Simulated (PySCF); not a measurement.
H$_{4}$OSe$_{3}$Si, singlet, at a GFN2-xTB geometry; DF-B3LYP/def2-TZVP (PySCF).

The PySCF input:
```python
from pyscf import gto, scf, dft

mol = gto.Mole()
mol.atom = '''
    O     0.311912   -1.535401    1.313656
    Si    0.077736   -0.315095    0.283110
    Se   -0.869615   -1.308477   -1.559419
    Se   -1.321522    1.154719    1.414556
    Se    2.103352    0.656665   -0.284551
    H     0.772398   -1.436811    2.144718
    H    -1.880831   -1.957283   -0.781952
    H    -1.252330    2.200063    0.436272
    H     1.761853    0.789742   -1.671774
'''
mol.basis = 'def2-tzvp'
mol.charge = 0
mol.spin = 0
mol.verbose = 4
mol.max_memory = 1800
mol.build()

mf = dft.RKS(mol)
mf.xc = 'b3lyp'
mf = mf.density_fit(auxbasis='def2-universal-jkfit')
mf.kernel()
```

It wrote (shortened):

```
PySCF version 2.14.0

[INPUT] verbose = 4
[INPUT] num. atoms = 9
[INPUT] num. electrons = 128
[INPUT] charge = 0
[INPUT] spin (= nelec alpha-beta = 2S) = 0
[INPUT] symmetry False subgroup None
[INPUT] Mole.unit = angstrom
[INPUT] Symbol           X                Y                Z      unit          X                Y                Z       unit  Magmom
[INPUT]  1 O      0.311912000000  -1.535401000000   1.313656000000 AA    0.589428254965  -2.901487381383   2.482450061892 Bohr   0.0
[INPUT]  2 Si     0.077736000000  -0.315095000000   0.283110000000 AA    0.146899750019  -0.595443253220   0.535000363126 Bohr   0.0
[INPUT]  3 Se    -0.869615000000  -1.308477000000  -1.559419000000 AA   -1.643334183814  -2.472663170293  -2.946874823443 Bohr   0.0
[INPUT]  4 Se    -1.321522000000   1.154719000000   1.414556000000 AA   -2.497314647587   2.182102660832   2.673123427860 Bohr   0.0
[INPUT]  5 Se     2.103352000000   0.656665000000  -0.284551000000 AA    3.974759223556   1.240917005588  -0.537723458471 Bohr   0.0
[INPUT]  6 H      0.772398000000  -1.436811000000   2.144718000000 AA    1.459620679162  -2.715179282762   4.052929634425 Bohr   0.0
[INPUT]  7 H     -1.880831000000  -1.957283000000  -0.781952000000 AA   -3.554255476592  -3.698728818267  -1.477675122556 Bohr   0.0
[INPUT]  8 H     -1.252330000000   2.200063000000   0.436272000000 AA   -2.366560717577   4.157516526789   0.824434595816 Bohr   0.0
[INPUT]  9 H      1.761853000000   0.789742000000  -1.671774000000 AA    3.329419641743   1.492396089066  -3.159195002169 Bohr   0.0

nuclear repulsion = 1076.716821875
number of shells = 88
number of NR pGTOs = 450
number of NR cGTOs = 236
basis = def2-tzvp
ecp = {}

******** <class 'pyscf.df.df_jk.DFRKS'> ********
method = DFRKS
initial guess = minao
damping factor = 0
level_shift factor = 0
DIIS = <class 'pyscf.scf.diis.CDIIS'>
diis_start_cycle = 1
diis_space = 8
diis_damp = 0
SCF conv_tol = 1e-09
SCF conv_tol_grad = None
SCF max_cycles = 50
direct_scf = False
XC library pyscf.dft.libxc version 7.1.2
    S. Lehtola, C. Steigemann, M. J. T. Oliveira, and M. A. L. Marques,  SoftwareX 7, 1–5 (2018)
XC functionals = b3lyp
    P. J. Stephens, F. J. Devlin, C. F. Chabalowski, and M. J. Frisch,  J. Phys. Chem. 98, 11623 (1994)
radial grids:
    Treutler-Ahlrichs [JCP 102, 346 (1995); DOI:10.1063/1.469408] (M4) radial grids

becke partition: Becke, JCP 88, 2547 (1988); DOI:10.1063/1.454033
pruning grids: <function nwchem_prune>
grids dens level: 3
symmetrized grids: False
atomic radii adjust function: <function treutler_atomic_radii_adjust>
small_rho_cutoff = 0
Set gradient conv threshold to 3.16228e-05
Initial guess from minao.
tot grids = 133768
******** <class 'pyscf.df.df.DF'> ********
auxbasis = def2-universal-jkfit
init E= -7569.92703246413
  HOMO = -0.264597673625146  LUMO = -0.0814143104750976  gap/eV = 4.98467
cycle= 1 E= -7571.9548879839  delta_E= -2.03  |g|= 0.936  |ddm|= 2.71
  HOMO = -0.202997417213474  LUMO = -0.0623569112314165  gap/eV = 3.82702
cycle= 2 E= -7571.68748868276  delta_E= 0.267  |g|= 1.48  |ddm|= 1.31
  HOMO = -0.230680140179524  LUMO = -0.0416579214433727  gap/eV = 5.14356
cycle= 3 E= -7572.07720582207  delta_E= -0.39  |g|= 0.225  |ddm|= 0.958
  HOMO = -0.241860057334883  LUMO = -0.0476165394533884  gap/eV = 5.28564
cycle= 4 E= -7572.08603148411  delta_E= -0.00883  |g|= 0.0288  |ddm|= 0.158
  HOMO = -0.242559701840705  LUMO = -0.0499091831150651  gap/eV = 5.24229
cycle= 5 E= -7572.08605029722  delta_E= -1.88e-05  |g|= 0.0265  |ddm|= 0.0471
  HOMO = -0.241987579230588  LUMO = -0.0482484699136634  gap/eV = 5.27191
cycle= 6 E= -7572.08625219077  delta_E= -0.000202  |g|= 0.00401  |ddm|= 0.0265
  HOMO = -0.241916463610335  LUMO = -0.0483447676257315  gap/eV = 5.26735
cycle= 7 E= -7572.08625661658  delta_E= -4.43e-06  |g|= 0.00104  |ddm|= 0.00392
  HOMO = -0.24191042249019  LUMO = -0.0483081017842833  gap/eV = 5.26819
cycle= 8 E= -7572.08625694915  delta_E= -3.33e-07  |g|= 0.00021  |ddm|= 0.00109
  HOMO = -0.241919648343329  LUMO = -0.0483221021125443  gap/eV = 5.26806
cycle= 9 E= -7572.08625696083  delta_E= -1.17e-08  |g|= 6.14e-05  |ddm|= 0.00023
  HOMO = -0.241919645245165  LUMO = -0.0483203988088549  gap/eV = 5.26810
cycle= 10 E= -7572.08625696149  delta_E= -6.69e-10  |g|= 2.06e-05  |ddm|= 5.8e-05
  HOMO = -0.241918916472025  LUMO = -0.0483207400518206  gap/eV = 5.26807
Extra cycle  E= -7572.08625696142  delta_E= 7.64e-11  |g|= 2.67e-05  |ddm|= 3.43e-05
converged SCF energy = -7572.08625696142
```
